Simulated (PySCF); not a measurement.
AlH4, SMILES [AlH4-], charge -1. Geometry: PBE0-D3(BJ)/def2-TZVPD. The isomer is the one that the SMILES or the coordinates give; other isomers of the formula were not compared.

Question: Give the equilibrium geometry at PBE0-D3(BJ)/def2-TZVPD (PySCF confirms it by a frequency run) as a Z-matrix, and its point group. (The exact figures need the calculation; the answer reports its results.)

Answer: point group Td.
```
Al
H 1 1.6465
H 1 1.6465 2 109.47
H 1 1.6465 2 109.47 3 120.00
H 1 1.6465 2 109.47 3 -120.00
```
Charge -1, spin multiplicity 1.
